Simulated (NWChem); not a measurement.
# AlO, doublet; SMILES [O]=[Al]

Results from NWChem. Pople sets run with spherical d functions. Spin-unrestricted. Geometry: optimised at PBE0/def2-SVP, spin-unrestricted. No stability test was run on the SCF state. B3LYP is NWChem's, with the RPA form of VWN correlation. Vertical excitations in the gas phase; the lowest state need not have the same character in each row. Excited states of an open shell can be spin-contaminated.

```json
[
 {"level": "PBE/6-31G*, TDA", "lowest excitation (eV)": "1.05", "oscillator strength of that lowest state": "0.003", "lowest state with f > 0.02 (eV)": "3.02", "oscillator strength of that bright state": "0.037", "lowest empty minus highest occupied level, either spin (eV)": "1.14"},
 {"level": "B3LYP/6-31G*, TDA", "lowest excitation (eV)": "0.79", "oscillator strength of that lowest state": "0.002", "lowest state with f > 0.02 (eV)": "2.89", "oscillator strength of that bright state": "0.056", "lowest empty minus highest occupied level, either spin (eV)": "2.85"},
 {"level": "CAM-B3LYP/6-31G*, TDA", "lowest excitation (eV)": "0.78", "oscillator strength of that lowest state": "0.002", "lowest state with f > 0.02 (eV)": "2.79", "oscillator strength of that bright state": "0.062", "lowest empty minus highest occupied level, either spin (eV)": "5.66"}
]
```
